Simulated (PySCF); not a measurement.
F₄HNbS, SMILES [F][Nb]([F])([F])([F])[SH], multiplicity 1.

Coordinates come from a PBE-D3(BJ)/def2-SVP optimisation. The multiplicity is an assumed one; no other spin state was optimised. The structure was generated by enumeration; whether it is a known compound was not checked. The def2 effective core potentials stand for the cores of Nb; spin–orbit coupling is left out. The values are those of a single conformer.

Calculation: PySCF with TDDFT-PBE/def2-SVPD.

Vertical excitations.  State labels are in the subgroup Cs.

Computed lowest excited states:
```
state  symmetry  energy (eV)  λ (nm)      f                            main pairs
-----  --------  -----------  ------  -----  ------------------------------------
S1           A"         2.87     431  0.000                       HOMO→LUMO 100 %
S2           A'         3.42     362  0.001                      HOMO→LUMO+1 99 %
S3           A'         4.06     305  0.003                      HOMO−1→LUMO 97 %
S4           A"         4.24     293  0.002                     HOMO→LUMO+2 100 %
S5           A"         4.52     274  0.000                   HOMO−1→LUMO+1 100 %
S6           A'         4.72     263  0.019  HOMO→LUMO+3 74 %, HOMO−1→LUMO+2 24 %
S7           A"         5.47     226  0.001                    HOMO−1→LUMO+3 98 %
S8           A"         5.73     216  0.001                      HOMO−3→LUMO 95 %
S9           A'         5.76     215  0.004                      HOMO−2→LUMO 81 %
S10          A'         6.04     205  0.016                      HOMO−4→LUMO 81 %
T1           A"         2.79     445      0                       HOMO→LUMO 100 %
T2           A'         3.34     371      0                     HOMO→LUMO+1 100 %
T3           A'         3.73     332      0                      HOMO−1→LUMO 97 %
T4           A'         3.86     321      0                      HOMO→LUMO+3 97 %
```
Triplets are in the Tamm–Dancoff approximation, which puts them higher than full response would, so one can lie above its singlet here.
